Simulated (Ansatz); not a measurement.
Q: Predict a relaxed structure of `S/C=C/c1ccc(/C=C/c2ccc(/C=C/c3ccc(/C=C/c4ccc(S)cc4)cc3)cc2)cc1`, charge 0, singlet, at PBE-D4/def2-SVP (Ansatz).

A: 
Cartesian coordinates in Å:
```
S -11.902 2.668 8.083
C -10.529 2.742 6.984
C -9.781 1.650 6.669
C -8.660 1.610 5.735
C -7.907 0.413 5.610
C -6.817 0.317 4.748
C -6.412 1.419 3.951
C -5.278 1.385 3.038
C -4.419 0.343 2.832
C -3.278 0.315 1.928
C -2.927 1.386 1.065
C -1.813 1.306 0.235
C -0.975 0.158 0.211
C 0.190 0.146 -0.662
C 1.125 -0.844 -0.771
C 2.305 -0.843 -1.623
C 2.629 0.206 -2.521
C 3.788 0.162 -3.292
C 4.699 -0.927 -3.216
C 5.908 -0.900 -4.028
C 6.909 -1.827 -4.040
C 8.128 -1.794 -4.840
C 9.084 -2.831 -4.693
C 10.274 -2.848 -5.423
C 10.557 -1.816 -6.343
S 12.085 -1.895 -7.237
C 9.614 -0.776 -6.508
C 8.430 -0.769 -5.772
C 4.367 -1.983 -2.328
C 3.207 -1.939 -1.559
C -1.334 -0.919 1.063
C -2.450 -0.839 1.892
C -7.173 2.612 4.069
C -8.264 2.708 4.930
H -12.093 4.011 8.186
H -10.319 3.728 6.542
H -10.020 0.692 7.163
H -8.196 -0.460 6.216
H -6.267 -0.634 4.688
H -5.115 2.320 2.475
H -4.572 -0.586 3.407
H -3.542 2.298 1.047
H -1.565 2.154 -0.422
H 0.313 1.055 -1.275
H 1.009 -1.747 -0.147
H 1.959 1.074 -2.615
H 4.016 0.994 -3.977
H 5.999 -0.018 -4.685
H 6.822 -2.704 -3.375
H 8.882 -3.642 -3.976
H 10.995 -3.667 -5.278
H 11.908 -0.744 -7.943
H 9.814 0.038 -7.222
H 7.720 0.057 -5.928
H 5.034 -2.854 -2.240
H 2.979 -2.772 -0.876
H -0.725 -1.835 1.075
H -2.702 -1.691 2.544
H -6.888 3.483 3.457
H -8.825 3.654 4.975
```
 This is one stationary point.

Single mean-field runs in def2-SVP are fitted with def2-universal-jkfit.
